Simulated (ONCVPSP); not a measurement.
What one change does to a pseudopotential (Nb, ONCV)

- Element: Nb (Z = 41)
- Generator: ONCVPSP 4.0.1
- Type: optimised norm-conserving Vanderbilt (ONCV)
- Functional: PBE
- Relativity: fully relativistic
- Frozen core: [Ar] 3d10 4s2
- Valence charge: 11
- Reference configuration: 4p6 4d3 5s2
- Partial waves: 5s: rc 3.20 bohr, ncon 4, nbas 8, qcut 2.2 1/bohr, 2 projectors, debl 1 Ha; 4p: rc 1.50 bohr, ncon 3, nbas 6, qcut 7.4 1/bohr, 2 projectors, debl 3.8 Ha; 4d: rc 2.20 bohr, ncon 4, nbas 9, qcut 7.9 1/bohr, 3 projectors, debl 2.1 Ha; f scattering state at 0.45 Ha: rc 2.65 bohr, ncon 4, nbas 8, qcut 4.6 1/bohr, 2 projectors, debl 1.8 Ha
- Local potential: polynomial inside 1.10 bohr (lpopt 3, dvloc0 0 Ha)
- Core correction: none

Open shells are filled in proportion to 2j + 1.

All-electron outer shells of the reference configuration (PBE, scalar-relativistic, ld1.x):

```json
{"shell": "4s", "level (eV)": "-60.83", "outermost node (bohr)": "0.53", "outermost maximum (bohr)": "1.04"}
{"shell": "4p", "level (eV)": "-36.82", "outermost node (bohr)": "0.54", "outermost maximum (bohr)": "1.12"}
{"shell": "5s", "level (eV)": "-4.68", "outermost node (bohr)": "1.40", "outermost maximum (bohr)": "3.00"}
{"shell": "4d", "level (eV)": "-4.64", "outermost node (bohr)": "0.55", "outermost maximum (bohr)": "1.45"}
```

Change: p: rc 2.24.

Cutoffs: the cutoffs (Ha) at which the residual kinetic energy of the hardest occupied pseudo-wave falls to 1 and 0.1 mHa per electron; they do not see the model core or the augmentation charge, which bear on the density cutoff. Errors are all-electron minus pseudo energies relative to the spin-unpolarised reference configuration.

What does the change do?

The potential gets softer (20 Ha and 25 Ha → 17 Ha and 21 Ha); both files keep a bound ghost (s); of the 4 tests that both files solve, the error grows in 1 and shrinks in 0 by more than 15 % and 0.3 meV (median size 19.6 → 22.2 meV). A larger radius leaves more room for a smooth pseudo-wave, so fewer plane waves are needed.

| quantity | base | changed |
| --- | --- | --- |
| cutoff, loose | 20 Ha | 17 Ha |
| cutoff, tight | 25 Ha | 21 Ha |
| loose cutoff by channel | s 2.4 Ha, p 20 Ha, d 17 Ha | s 2.4 Ha, p 12 Ha, d 17 Ha |
| bound ghosts | s | s |
| GHOST(+) flags under 300 eV | f7/2 at 83.3 eV, f5/2 at 83.5 eV | f7/2 at 83.3 eV, f5/2 at 83.5 eV |
| error for 4p6 4d4 5s1, meV [ΔE 0.52 eV] | -22 | -21 |
| error for 4p6 4d4 5s0, meV [ΔE 7.16 eV] | -60 | -58 |
| error for 4p6 4d3 5s0, meV [ΔE 21.19 eV] | -17 | -17 |
| error for 4p5 4d4 5s1, meV [ΔE 40.30 eV] | +7.6 | -23 |
| s: phases at 3.24 bohr within 0.05 rad from the reference energy up to (Ha; the scan ends near 5) | n/a | n/a |
| d5/2: phases at 2.24 bohr within 0.05 rad from the reference energy up to (Ha; the scan ends near 5) | to the end of the scan | to the end of the scan |
| d3/2: phases at 2.24 bohr within 0.05 rad from the reference energy up to (Ha; the scan ends near 5) | to the end of the scan | to the end of the scan |
| f7/2: phases at 2.69 bohr within 0.05 rad from the reference energy up to (Ha; the scan ends near 5) | 2.4 | 2.4 |
| f5/2: phases at 2.69 bohr within 0.05 rad from the reference energy up to (Ha; the scan ends near 5) | 2.5 | 2.5 |

Changed file: The cutoffs count occupied waves only; projector 2 of the f channel, the hardest unoccupied one, needs 43 Ha at the loose tolerance. A true bound ghost makes a file unfit for plane-wave use even where its test errors are small: the radial tests pick states by their node count and pass the ghost by.
